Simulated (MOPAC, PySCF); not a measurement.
H$_{4}$O$_{2}$Si$_{2}$, SMILES `O/[SiH]=[SiH]/O` (H–O–Si–Si torsion -58°, Si–Si–O–H torsion 58°), neutral singlet in the gas phase. 

Z-matrix (Å, degrees):
```
Si
O 1 1.6579
H 2 0.9622 1 115.78
H 1 1.4924 2 103.90 3 -174.46
Si 1 2.2605 4 113.99 2 130.81
O 5 1.6579 1 118.81 4 56.99
H 6 0.9622 5 115.77 1 -57.65
H 5 1.4924 6 103.90 7 174.47
```
Charge 0, spin multiplicity 1.

All levels are single points at this geometry (r2SCAN-D4/def2-TZVP); Pople sets use spherical d functions. Orbital energies aren't observables, and empty levels follow the basis.

HF/6-31G* in PySCF gives gap (eV) = 8.26.

Estimate the gap (eV) from each of these levels: PBE-D3(BJ)/def2-TZVP in PySCF; r2SCAN-D4/def2-TZVP in PySCF; B3LYP/3-21G in PySCF; B3LYP/6-311+G** in PySCF; B3LYP/LANL2DZ in PySCF; BP86/6-31G* in PySCF; M06-2X/6-31G* in PySCF; PBE/6-31G* in PySCF; SVWN5/6-31G* in PySCF; PM3 in MOPAC; PM6 in MOPAC; PM7 in MOPAC.


| level | gap (eV) |
|---|---|
| PBE-D3(BJ)/def2-TZVP in PySCF | 2.18 |
| r2SCAN-D4/def2-TZVP in PySCF | 2.40 |
| B3LYP/3-21G in PySCF | 3.44 |
| B3LYP/6-311+G** in PySCF | 3.31 |
| B3LYP/LANL2DZ in PySCF | 3.42 |
| BP86/6-31G* in PySCF | 2.20 |
| M06-2X/6-31G* in PySCF | 5.23 |
| PBE/6-31G* in PySCF | 2.20 |
| SVWN5/6-31G* in PySCF | 2.17 |
| PM3 in MOPAC | 5.89 |
| PM6 in MOPAC | 5.63 |
| PM7 in MOPAC | 5.80 |
